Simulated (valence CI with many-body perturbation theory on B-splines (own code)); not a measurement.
Ce19+: what each term of the Hamiltonian does

Calculated by relativistic CI+MBPT: three valence electrons over a frozen Dirac-Fock core [Kr], a basis of 9 s, 9 p, 10 d, 8 f, 5 g, 3 h, 1 i functions for each j, with the one-electron correlation potential Σ1, the two-electron term Σ2, the three-electron term Σ3, Breit, model QED; selected CI, second order for the rest (own B-spline code, finite nucleus).

No measured levels were compared; by estimate terms of the open shell hold to 2 to 4 % of their energy, and close levels can change places. Only levels of the ground parity were solved; by the run's estimate the other parity begins above the list, which can be wrong where configurations are misplaced.

Each rung adds one term. CI alone is the Dirac-Coulomb CI over the frozen core; QED comes last and gives the full result, which names the levels. Energies are above 4d³ ⁴F_3/2 on the same rung, in cm⁻¹.

Names give the largest LS component (configuration and term), which can be under half, so a name can repeat, a term be missing and a line seem to break the LS rules; names also repeat where a configuration has a term twice. Letters in brackets count levels of one name in rising energy.

```tsv
Level	CI alone	+ Σ1	+ Σ2	+ Σ3	+ Breit	Full
4d³ ⁴F_5/2	21217	21546	21658	21797	20992	21076
4d³ ⁴F_7/2	35878	36326	35998	36021	34852	34960
4d³ ⁴P_3/2	39682	39939	39351	39420	38849	38912
4d³ ⁴F_9/2	43738	44170	42863	42699	41520	41616
4d³ ⁴P_1/2	46720	47039	46138	46211	45468	45546
4d³ ²G_7/2	67077	67707	66535	66188	64663	64816
4d³ ²H_9/2	70686	71387	69689	69668	67860	68030
4d³ ⁴P_5/2	69733	70284	69680	69468	68164	68302
4d³ ²D_3/2 [a]	79587	80266	80378	79985	78457	78627
4d³ ²P_1/2	83914	84617	84370	84641	83034	83208
4d³ ²H_11/2	92218	92994	89605	89388	87381	87558
4d³ ²D_5/2 [a]	97759	98526	97514	96494	94752	94933
4d³ ²F_5/2	107632	108240	105074	104295	102994	103137
4d³ ²G_9/2	109227	110304	108919	108585	105978	106242
4d³ ²F_7/2	112145	112877	109382	108653	106931	107099
4d³ ²P_3/2	116400	117405	118420	118394	116080	116333
4d³ ²D_3/2 [b]	158552	159403	157664	156168	154407	154605
4d³ ²D_5/2 [b]	162912	163899	164004	162817	160625	160866
```

Question: How does the ionisation energy move along the ladder, and which term matters most?

Answer: CI alone 540.63, + Σ1 542.99, + Σ2 544.40, + Σ3 544.41, + Breit 544.22, + QED 544.25 eV. The largest step is Σ1, 2.37 eV. NIST lists 543 ± 4 eV (theoretical).
